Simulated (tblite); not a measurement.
C3H8F2Si2.
Bonds: F1–C2, C2–F3, C2–Si4, Si4–C5, C5–Si6, Si6–C7, Si4–C7. Hydrogens: H8 on C2; H9 on Si4; H10, H11 on C5; H12, H13 on Si6; H14, H15 on C7.

Computed geometry: GFN2-xTB, gas phase.

(1) Give the optimised bond lengths and angles.

Answers

(1) 
```tsv
bond	length (Å)
F1–C2, C2–F3	1.364
C2–Si4	1.936
Si4–C5, Si4–C7	1.911
C5–Si6, Si6–C7	1.928
C2–H8	1.099
Si4–H9	1.464
C5–H10, C7–H15	1.086
C5–H11, C7–H14	1.086
Si6–H12	1.465
Si6–H13	1.461
```

Bonds in one row agree within 0.01 Å and their mean is given. A selection of angles:
```tsv
angle	degrees
F1–C2–F3	105.9
F1–C2–Si4	110.5
F1–C2–H8	106.7
F3–C2–Si4	110.8
Si4–C2–H8	115.7
C2–Si4–C5	110.3
C2–Si4–H9	105.5
C5–Si4–C7	88.7
C5–Si4–H9	121.1
Si4–C5–Si6	91.5
Si4–C5–H10	113.7
Si4–C5–H11	115.5
Si6–C5–H10	113.9
Si6–C5–H11	115.3
H10–C5–H11	106.7
C5–Si6–C7	87.7
C5–Si6–H12	114.1
C5–Si6–H13	114.4
H12–Si6–H13	110.8
```

Dihedral angles: F1–C2–Si4–C5 42° (synclinal); C2–Si4–C5–Si6 -105° (anticlinal); Si4–C5–Si6–C7 -6° (synperiplanar); C5–Si6–C7–Si4 6° (synperiplanar); C2–Si4–C7–Si6 105° (anticlinal). The mirror-image conformer, all signs reversed, is as good.

The 4-membered ring Si4–C5–Si6–C7 has internal angles of 87.7° to 91.5° (sum 359°, against 360° for a flat polygon); it is slightly puckered (a soft mode that the optimisation may not have finished), 0.05 Å rms from its mean plane, widest ring torsion 6°. The 5 C–Si bonds span 1.910 Å (Si4–C5, drawn single) to 1.936 Å (C2–Si4, drawn single), a spread of 0.026 Å. Si4 (SiH silicon) has angles from 88.7° to 121.1°. Si6 (SiH2 silicon) has angles from 87.7° to 114.4°.

Point group: C1 (no symmetry element, even within 0.4 Å). Its GFN2-xTB frequencies are all real (lowest 30 cm⁻¹). One conformer, not necessarily the lowest. 3 starts were optimised and ended at 0.00, 0.03 and 0.03 kcal/mol (GFN2-xTB); the lowest of these is shown.

On Arm Neoverse N1, one thread, shared host with 64 logical CPUs at a one-minute load of 52, this took 1.4 s of wall time. This is the geometry optimisation.
